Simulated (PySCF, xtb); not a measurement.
C3H9Ge, SMILES [CH3][Ge]([CH3])[CH3], multiplicity 2.

Harmonic wavenumbers (cm⁻¹) from GFN2-xTB run with xtb at its own minimum, in rising order: 86, 111, 115, 157, 158, 184, 476, 516, 516, 666, 666, 667, 762, 763, 772, 1256, 1256, 1284, 1445, 1454, 1454, 1463, 1463, 1472, 2998, 2999, 3005, 3028, 3028, 3030, 3031, 3034, 3035.

**Question.** What does PBE-D3(BJ)/def2-SVP (PySCF) give at its own minimum? (The exact figures need the calculation; the answer reports its results.)

**Answer.** 111, 116, 116, 163, 163, 166, 526, 569, 569, 670, 670, 673, 803, 804, 804, 1174, 1174, 1191, 1367, 1377, 1377, 1381, 1381, 1394, 2965, 2965, 2966, 3068, 3068, 3068, 3094, 3094, 3094. Paired by order, the mean absolute difference is 45 cm⁻¹ and the zero-point energies are 66.3 and 65.9 kcal/mol.
